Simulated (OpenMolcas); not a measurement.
d2 ions of charge +4 down a group with 4 bromide ligands in tetrahedral coordination

| Quantity | Value |
| --- | --- |
| Program | OpenMolcas 26.06 |
| Method | CASSCF |
| Spin-orbit coupling | RASSI with atomic mean-field integrals over the reference wave functions |

The d shell is active. Anionic complexes are neutralised by point charges behind the ligands. Distances were set from a Shannon-type radius of the metal (high-spin where two are listed) plus a fixed donor radius (Br 1.91 Å). Ligand basis ANO-RCC-VDZP, DKH2 Hamiltonian. States (labels of Td). Energies in cm-1 above the lowest state or level, χT in cm3 K/mol. Spin-only χT is S(S+1) / 2 for the spin of the ground state.

```json
{"Ion": "Cr4+", "Shell": "3d2", "R (Å)": "2.32", "Metal basis": "ANO-RCC-VTZP", "Ground state": "3A2", "First state of that spin": "3T2 7615", "First gap with spin-orbit (degeneracies)": "7554 (3, 2)", "χT at 300 K": "0.983", "First state of another spin": "1E 14537", "Spin-only χT": "1.000"}
{"Ion": "Mo4+", "Shell": "4d2", "R (Å)": "2.43", "Metal basis": "ANO-RCC-VTZP", "Ground state": "3A2", "First state of that spin": "3T2 9561", "First gap with spin-orbit (degeneracies)": "8858 (3, 2)", "χT at 300 K": "0.877", "First state of another spin": "1E 9518", "Spin-only χT": "1.000"}
{"Ion": "W4+", "Shell": "5d2", "R (Å)": "2.44", "Metal basis": "ANO-RCC-VTZP", "Ground state": "3A2", "First state of that spin": "3T2 9327", "First gap with spin-orbit (degeneracies)": "6306 (3, 2)", "χT at 300 K": "0.468", "First state of another spin": "1E 8859", "Spin-only χT": "1.000"}
```

χT departs most from the spin-only value for W4+, by -0.532 cm3 K/mol.

Without dynamic correlation the repulsion within the d shell is too large (B by tens of per cent), so at a given field states of lower spin stand too high. Ligand-to-metal charge-transfer states are missing. With no ligand orbital active B as a rule stays too high, so bands that hang on it stand too high and its fall with covalency is understated. The least metal-like active orbital is 76 % on the metal (Löwdin) and no ligand orbital is active, so the numbers are rough (holds for Cr4+). This ion would oxidise such ligands; the complex is a model and need not exist (holds for Cr4+). With metal d orbitals alone and no dynamic correlation the field as a rule comes out too small, by tens of per cent, by up to half for chloride and softer ligands (holds for Cr4+). The least metal-like active orbital is 69 % on the metal (Löwdin) and no ligand orbital is active, so the numbers are rough (holds for Mo4+). With metal d orbitals alone the field can be off either way by tens of per cent (holds for Mo4+; W4+). The least metal-like active orbital is 68 % on the metal (Löwdin) and no ligand orbital is active, so the numbers are rough (holds for W4+). No measured value stands beside these numbers; the geometry is a model, was not optimised and need not be the one that this ion takes.
